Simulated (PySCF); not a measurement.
C₅H₈F₂O.
SMILES with atom numbers: `[CH3:1][CH2:2][C@@:3]1([F:4])[CH2:5][C@H:6]([F:7])[O:8]1`

Cartesian coordinates in Å at the GFN2-xTB level; atoms count from 1:
```
atom  x, y, z in Å
C1    -1.9093   -0.9979    0.0023
C2    -1.1882    0.2692   -0.4436
C3     0.0656    0.5164    0.3766
F4    -0.2852    0.6902    1.6923
C5     1.2689   -0.4289    0.2221
C6     1.9982    0.8425   -0.2129
F7     2.9857    1.2288    0.6402
O8     0.8392    1.6209   -0.0695
H9    -2.1880   -0.9213    1.0497
H10   -1.2732   -1.8711   -0.1225
H11   -2.8109   -1.1381   -0.5871
H12   -1.8356    1.1385   -0.3179
H13   -0.8987    0.2059   -1.4935
H14    1.6297   -0.8348    1.1629
H15    1.1716   -1.2008   -0.5333
H16    2.4226    0.8894   -1.2230
```

NICS is the negative of the GIAO shielding at a point without a nucleus: at the ring centre (0) and 1 Å above and below it (1); zz is the component along the ring normal. Level: GIAO PBE0/pcSseg-1 (PySCF, non-relativistic, gas phase) on the GFN2-xTB geometry, one conformer.

Ring bond lengths (Å), with Mayer bond orders in brackets: C3–C5 1.538 (0.99), C5–C6 1.529 (1.03), C6–O8 1.403 (0.99), O8–C3 1.420 (0.93).

Task: What do the NICS probes read (ppm)?

Result: 
| ring | type | NICS(0) | NICS(1), two faces | NICS(1)zz, two faces | rms pucker (Å) | centre to ring atoms, mean (Å) |
| --- | --- | --- | --- | --- | --- | --- |
| C3–C5–C6–O8 | 4-membered ring with O; formal bonds all single | -1.9 | -2.2 / 0.8 | -0.3 / 5.7 | 0.01 | 1.04 |

Task: What do they say, and how far can they be read as aromaticity?

Result: 
- C3–C5–C6–O8: mean NICS(1)zz 2.7 ppm, near zero. C3, C5, C6 have four or more neighbours, and the NICS criterion for π rings isn't applied. The two faces differ by 6.0 ppm, so no symmetry operation interchanges them.

Task: What are the shieldings of the ring atoms and their hydrogens in the same run (means over atoms taken as equivalent)?

Result: 
| atoms | environment | σ isotropic (ppm) | principal values of the symmetric part, first atom (ppm) |
| --- | --- | --- | --- |
| C3 | sp3 C–F carbon | 67.5 | 44.4, 65.4, 92.8 |
| C5 | four-membered-ring carbon | 143.3 | 124.3, 139.9, 165.7 |
| C6 | sp3 C–F carbon | 78.1 | 50.0, 75.0, 109.2 |
| O8 | cyclic ether oxygen | 150.7 | 104.8, 151.6, 195.5 |
| H14 | methylene hydrogen | 28.95 | 26.3, 27.5, 33.0 |
| H15 | methylene hydrogen | 28.94 | 26.1, 28.6, 32.1 |
| H16 | methine hydrogen | 25.75 | 21.1, 26.9, 29.3 |
